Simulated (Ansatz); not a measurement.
Gas-phase electronic energies from Ansatz, PBE0-D4/def2-TZVP geometries. CBS: MP2 limit from def2 TZ/QZ plus the TZ coupled-cluster correction, frozen cores. This one scheme is used for every species. Triplets are unrestricted, without spin–orbit coupling. Each species was taken in one conformer, which may not be the lowest.

Consider the formal loss of a carbene: `C[SiH](O)[Si](O)(F)F` → `[CH2]` (triplet) + `O[SiH2][Si](O)(F)F`.

`C[SiH](O)[Si](O)(F)F`:

Cartesian coordinates in Å:
```
C 1.916 0.539 -0.736
Si 0.061 0.515 -0.704
O -0.453 1.982 -0.144
Si -0.778 -1.138 0.732
O -2.280 -0.680 1.163
F 0.111 -1.338 2.042
F -0.821 -2.589 0.073
H 2.322 0.684 0.267
H 2.305 -0.402 -1.133
H 2.272 1.352 -1.374
H -0.483 0.233 -2.065
H -1.375 2.055 0.109
H -2.797 -1.214 1.770
```

`[CH2]` (triplet):

Z-matrix (Å, degrees):
```
C
H 1 1.079
H 1 1.079 2 134.9
```

`O[SiH2][Si](O)(F)F`:

```xyz
10

O     0.405    1.616    1.727
Si    0.281    1.277    0.118
Si   -0.381   -0.945   -0.205
O    -0.194   -1.356   -1.763
F     0.490   -1.901    0.732
F    -1.883   -1.224    0.246
H     0.966    1.052    2.262
H     1.569    1.477   -0.602
H    -0.738    2.205   -0.427
H    -0.515   -2.200   -2.088
```

```
               species  SCS-MP2/def2-QZVPP energy (Eh)
`C[SiH](O)[Si](O)(F)F`                      -969.83003
     `[CH2]` (triplet)                       -39.06703
  `O[SiH2][Si](O)(F)F`                      -930.57426
```

Task: Work out ΔE.

Result: ΔE = (-39.06703) + (-930.57426) − (-969.83003) = 0.18874 Eh = +495.5 kJ/mol. CCSD(T)/CBS gives +487.7 kJ/mol.

Largest T1 diagnostic among the species: 0.012.

From PBE to PBE0 (25 % exact exchange), in def2-TZVPP and without D4, ΔE moves by −7.6 kJ/mol. The D4 term adds +12.1 kJ/mol with B3LYP and +6.7 kJ/mol with PBE0; it sums over pairs of atoms, weighted by their polarisabilities, and B3LYP, whose exchange is more repulsive, gets the larger term.

B3LYP here is the variant with VWN-RPA as its local correlation; programs differ in this.
